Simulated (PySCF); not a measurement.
Si(F)(Me)2(SH) (C2H7FSSi), SMILES C[Si](C)(F)S. Heavy atoms are numbered as in [CH3:1][Si:2]([CH3:3])([F:4])[SH:5]. Hydrogens are named by the atom that carries them.

Geometry: TPSSh-D3(BJ)/def2-SVP. The structure was generated by enumeration, and PubChem lists no compound with its InChIKey, so it may never have been made. One conformer was computed; it need not be the lowest.

Computed with PBE/pcSseg-1 run with PySCF.

GIAO shieldings, no solvent; atoms alike by connectivity are averaged. δ = σ(ref) − σ: ¹³C against TMS (σ = 182.0 ppm); ²⁹Si against TMS (σ = 335.4 ppm); ¹⁹F against CFCl3 (σ = 133.6 ppm); ³³S against H2S (σ = 706.5 ppm); ¹H against TMS (σ = 31.49 ppm), references at their B3LYP-D3(BJ)/def2-TZVP geometries, non-relativistic.

**Question.** Estimate the chemical shifts. (An estimate is asked for; the answer gives what the named calculation found.)

**Answer.** 
```json
[
 {"nucleus": "¹³C", "atoms": "C1 (CH3)", "count": "2", "δ (ppm)": "8.9"},
 {"nucleus": "²⁹Si", "atoms": "Si2", "count": "1", "δ (ppm)": "55.1"},
 {"nucleus": "¹⁹F", "atoms": "F4", "count": "1", "δ (ppm)": "-197.6"},
 {"nucleus": "³³S", "atoms": "S5 (SH)", "count": "1", "δ (ppm)": "32.7"},
 {"nucleus": "¹H", "atoms": "H on C1", "count": "6", "δ (ppm)": "0.73"},
 {"nucleus": "¹H", "atoms": "H on S5", "count": "1", "δ (ppm)": "0.04"}
]
```
